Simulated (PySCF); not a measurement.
# Computed properties of C2H3BClNO2, SMILES COB(Cl)N=C=O

C₂H₃BClNO₂, SMILES C(=O)=NB(Cl)OC. Geometry: r2SCAN-D4/def2-SVP. This is a generated structure with no PubChem entry under its InChIKey; it may be hypothetical. One conformer was computed; it need not be the lowest. All values are computed for the isolated molecule unless a solvent is named; none is compared with measurement here.

**Structure.** The optimised structure has Cs symmetry. All 24 harmonic modes at r2SCAN-D4/def2-SVP (PySCF) are real, so it is a minimum. With heavy atoms numbered as in [B:1]([Cl:2])([N:3]=[C:4]=[O:5])[O:6][CH3:7], the shortest bond between them is C4–O5 at 1.169 Å and the longest B1–Cl2 at 1.772 Å.

**Vibrations.** The strongest infrared lines (harmonic, unscaled, degenerate partners summed) lie at 2438 cm⁻¹ (1340 km/mol, C 70 %, N 17 %, O 13 %), 1382 cm⁻¹ (492 km/mol, B 30 %, O 28 %, H 27 %, C 12 %), 1056 cm⁻¹ (332 km/mol, B 44 %, O 30 %, C 17 %). The softest mode is at 55 cm⁻¹ and the zero-point energy is 39.1 kcal/mol.

**Electronic structure.** ωB97X/def2-TZVP (PySCF) places the frontier levels at -11.25 and 1.50 eV, a gap of 12.75 eV, and gives a dipole moment of 2.56 D and a mean polarisability of 61.2 bohr³. PBE/def2-TZVP (PySCF) at the same geometry gives -7.41 and -1.70 eV, so its gap is 7.04 eV narrower. An orbital gap is neither the optical nor the fundamental gap.

**Excitations.** TDDFT-B3LYP/def2-SVPD (PySCF) has S1 at 6.20 eV (200 nm, f = 0.000, dark); the most intense of the 10 singlets computed lies at 7.12 eV (f = 0.14). T1 (TDA) is at 5.96 eV. TDDFT-PBE/def2-SVPD (PySCF) puts S1 at 5.71 eV. No vertical singlet excitation falls in the visible range (under 3.1 eV).

**NMR.** GIAO shifts at B3LYP/pcSseg-1 (PySCF) (non-relativistic, atoms alike by connectivity averaged): ¹³C from 59.9 to 134.6 ppm against TMS; ¹H at 4.2 ppm against TMS; ¹¹B at 11.8 ppm against BF3. Without spin–orbit terms, shifts of atoms bonded to Cl or Br come out too high.
